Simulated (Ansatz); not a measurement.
`C=[CH][In]([Cl])[Cl]`. The species carries charge 0 and has multiplicity 1. In: def2 effective core potential. The structure was optimised at the PBE0-D4/def2-TZVP level. It is one conformer, not always the lowest.

```xyz
8

C     1.048    0.585    0.977
C     0.139   -0.359    0.759
In   -0.937   -0.398   -1.052
Cl   -0.517    1.224   -2.664
Cl   -2.565   -1.917   -1.685
H     1.614    0.622    1.905
H     1.273    1.360    0.250
H    -0.057   -1.118    1.510
```

Problem. What is the dipole moment at PBE/def2-TZVPP? (Estimate.)

Solution. Computed: 3.66 D, with components (1.86, 0.05, 3.15) D in this frame, pointing from negative to positive charge.

Problem. And with r2SCAN, B3LYP, ωB97M-V? (Best estimate.)

Solution. Computed: r2SCAN 3.79 D, B3LYP 3.72 D, ωB97M-V 3.64 D.

Problem. Give the Mulliken charges with PBE, ωB97M-V, r2SCAN in def2-TZVPP. (Estimate.)

Solution. Computed: 
| atom | PBE | ωB97M-V | r2SCAN |
| --- | --- | --- | --- |
| C1 | -0.17 | -0.18 | -0.12 |
| C2 | -0.23 | -0.29 | -0.27 |
| In3 | 0.76 | 0.80 | 0.86 |
| Cl4 | -0.35 | -0.35 | -0.38 |
| Cl5 | -0.34 | -0.33 | -0.37 |
| H6 | 0.11 | 0.12 | 0.09 |
| H7 | 0.11 | 0.11 | 0.09 |
| H8 | 0.11 | 0.13 | 0.10 |

B3LYP here is the variant with VWN-RPA as its local correlation; programs differ in this.
